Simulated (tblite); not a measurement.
C7H12SSi.
Atom-mapped SMILES: `[CH3:1][C:2]#[C:3][Si@@H:4]1[CH2:5][C@H:6]1[S:7][CH2:8][CH3:9]` (hydrogens: H10, H11, H12 on C1; H13 on Si4; H14, H15 on C5; H16 on C6; H17, H18 on C8; H19, H20, H21 on C9)

Structure optimised with GFN2-xTB, isolated species.

Question: List the bond lengths, angles and torsions at this level.

Answer: 
```json
{"bond": "C1–C2", "length (bohr)": "2.729"}
{"bond": "C2≡C3", "length (bohr)": "2.279"}
{"bond": "C3–Si4", "length (bohr)": "3.460"}
{"bond": "Si4–C5", "length (bohr)": "3.562"}
{"bond": "C5–C6", "length (bohr)": "2.899"}
{"bond": "C6–S7", "length (bohr)": "3.393"}
{"bond": "S7–C8", "length (bohr)": "3.455"}
{"bond": "C8–C9", "length (bohr)": "2.865"}
{"bond": "Si4–C6", "length (bohr)": "3.583"}
{"bond": "C1–H10, C1–H11, C1–H12", "length (bohr)": "2.059"}
{"bond": "Si4–H13", "length (bohr)": "2.739"}
{"bond": "C5–H14", "length (bohr)": "2.046"}
{"bond": "C5–H15", "length (bohr)": "2.044"}
{"bond": "C6–H16", "length (bohr)": "2.048"}
{"bond": "C8–H17", "length (bohr)": "2.062"}
{"bond": "C8–H18", "length (bohr)": "2.060"}
{"bond": "C9–H19, C9–H20, C9–H21", "length (bohr)": "2.057"}
```

Bonds in one row agree within 0.02 bohr and their mean is given. A selection of angles:
```json
{"angle": "C1–C2–C3", "degrees": "179.6"}
{"angle": "C2–C3–Si4", "degrees": "177.6"}
{"angle": "C3–Si4–C5", "degrees": "116.1"}
{"angle": "C3–Si4–C6", "degrees": "115.3"}
{"angle": "C5–Si4–C6", "degrees": "47.9"}
{"angle": "Si4–C5–C6", "degrees": "66.4"}
{"angle": "C5–C6–S7", "degrees": "117.9"}
{"angle": "Si4–C6–C5", "degrees": "65.7"}
{"angle": "Si4–C6–S7", "degrees": "119.9"}
{"angle": "C6–S7–C8", "degrees": "101.1"}
{"angle": "S7–C8–C9", "degrees": "113.1"}
```

Dihedral angles: C3–Si4–C5–C6 -102° (anticlinal); Si4–C5–C6–S7 -112° (anticlinal); C5–C6–S7–C8 -88° (synclinal); C6–S7–C8–C9 69° (synclinal); C3–Si4–C6–C5 103° (anticlinal).

Of the pairs four or more bonds apart, C5···H21 is among the closest relative to their van der Waals radii: 2.77 Å, 96 % of the sum of Bondi's values. The 3-membered ring Si4–C5–C6 has internal angles of 47.9° to 66.4°. The 4 C–C bonds span 1.206 Å (C2≡C3, drawn triple) to 1.534 Å (C5–C6, drawn single), a spread of 0.328 Å. The C–S distances run from 1.795 Å (C6–S7, drawn single) to 1.828 Å (S7–C8, drawn single), a spread of 0.033 Å. The 3 C–Si bonds span 1.831 Å (C3–Si4, drawn single) to 1.896 Å (Si4–C6, drawn single), a spread of 0.065 Å. Si4 (SiH silicon) has angles from 47.9° to 120.1°.

Point group: C1 (no symmetry element, even within 0.4 Å). Its lowest GFN2-xTB frequency is 18i cm⁻¹, too small to tell a flat minimum from a shallow saddle. One conformer, not necessarily the lowest. 3 starts were optimised and ended at 0.00, 0.71 and 0.74 kcal/mol (GFN2-xTB); the lowest of these is shown.

These are computed values.
